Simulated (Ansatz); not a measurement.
Basis-set extrapolation for C3H4BNS (`CB1N=C=CS1`) (PBE0-D4/def2-TZVP geometry, frozen core, the Gaussian-basis code of Ansatz). Multiplicity 1, RHF reference.

```csv
,def2-TZVPP,def2-QZVPP
HF,-592.621833,-592.641386
MP2 correlation,-0.945630,-1.010800
CCSD(T) correlation,-1.026835,not run
```

Energies in hartree. Use E(X) = E(∞) + A·exp(−7.88·√X) for Hartree–Fock and E(X) = E(∞) + B·X^(−2.97) for correlation, with X = 3 and 4, and add CCSD(T) minus MP2 of the smaller set to the MP2 limit.

Q: What is the CCSD(T) energy at the basis-set limit?

A: HF limit: -592.641386 + (-0.019553) × 0.13774 = -592.64408. MP2 limit: -1.010800 + (-0.065170) × 0.74074 = -1.05907. Higher-order term: -1.026835 − (-0.945630) = -0.08120. Total: -593.78435 hartree, 85.1 kcal/mol below CCSD(T)/def2-TZVPP.
